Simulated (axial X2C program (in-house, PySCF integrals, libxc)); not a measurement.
**Nuclear properties of AsH⁻**

Computed with an axial X2C code built on PySCF integrals: two-component X2C with atomic mean-field Coulomb and Gaunt terms, Gaussian nuclei, basis As dyall-acv3z, H dyall-av3z with contracted cores.

R = 1.543 Å (near the PBE0 minimum at charge -1 of the determinant lowest at the starting distance; the state shown can have its own minimum elsewhere).

Determinant lowest in the PBE0 search, Ω = 3/2 (⟨Sz⟩ = 0.50, ⟨Lz⟩ = 1.00 at PBE0), spin on the atoms As 0.52, H -0.02:

```tsv
level	Eeff magnitude (GV/cm)	Ws magnitude As (kHz)	A∥/gI As (MHz)	qzz As (a.u.)	A∥/gI H (MHz)	qzz H (a.u.)
PBE0	0.216	0.0585	236	0.83	0.526	0.15
HF	0.477	0.132	215	0.90	-0.482	0.15
BP86	0.15	0.04	250	0.75	0.764	0.14
PBE	0.16	0.0428	237	0.72	0.639	0.15
TPSSh	0.209	0.057	250	0.93	1.03	0.15
```

Determinant 0.12 eV from it at PBE0 and this distance, Ω = 1/2 (⟨Sz⟩ = -0.50, ⟨Lz⟩ = 1.00 at PBE0), spin on the atoms As -0.52, H 0.02:

| level | Eeff magnitude (GV/cm) | Ws magnitude As (kHz) | A∥/gI As (MHz) | qzz As (a.u.) | A∥/gI H (MHz) | qzz H (a.u.) |
| --- | --- | --- | --- | --- | --- | --- |
| PBE0 | 0.0438 | 0.0309 | 1540 | 0.65 | 12 | 0.15 |
| HF | 0.274 | 0.224 | 1260 | 0.71 | 14.1 | 0.15 |
| BP86 | 0.0124 | 0.0162 | 1550 | 0.57 | 11.1 | 0.14 |
| PBE | 0.000341 | 0.00543 | 1560 | 0.54 | 11.5 | 0.15 |
| TPSSh | 0.0551 | 0.0421 | 1500 | 0.76 | 10.3 | 0.15 |

Eeff is the effective electric field on the electron electric dipole moment in this Ω state and Ws the scalar–pseudoscalar constant of the nucleus named (defined with the proton number Z and per Ω); A∥ (defined per Ω) follows by multiplying with gI = μI/(I μN); qzz is the electric field gradient, eQq0 = 234.96 MHz × Q/barn × qzz. The operators were transformed with the bare-nucleus X2C matrices; with these basis sets, hyperfine constants and field gradients can be off by tens of per cent, and where levels differ in sign neither size nor sign is settled.

**Question.** With gI(75As) = 0.9597, Q(75As) = 0.311 barn (g factors from the IAEA table of nuclear moments by Stone; Q from Pyykkö, Mol. Phys. 2018), turn the PBE0 values of the first state into constants in MHz.

**Answer.** A∥(75As) = 236 × 0.9597 = 226 MHz; eQq0(75As) = 234.96 × (0.311) × (0.83) = 60.7 MHz.

Each state is one determinant with collinear spin. Unrestricted Hartree–Fock can overshoot spin polarisation at the nuclei. In the state Ω = 1/2 the sign of Eeff differs between levels (BP86 against PBE0). For an anion, determinants above electron detachment, or with a positive highest level, are held by the basis set. Where Eeff spreads by more than a factor of two the levels disagree and none is to be relied on. The search compared states at one distance, so a state with another bond length can lie lower. The sign of Ws at As differs between levels in the second state. Further determinants of the search, some of them spin-mixed, are not shown. Where a field gradient or hyperfine factor spreads by more than a factor of two over the levels, a constant derived from it is not to be relied on. PBE0 term energies can be off by some tenths of an eV.
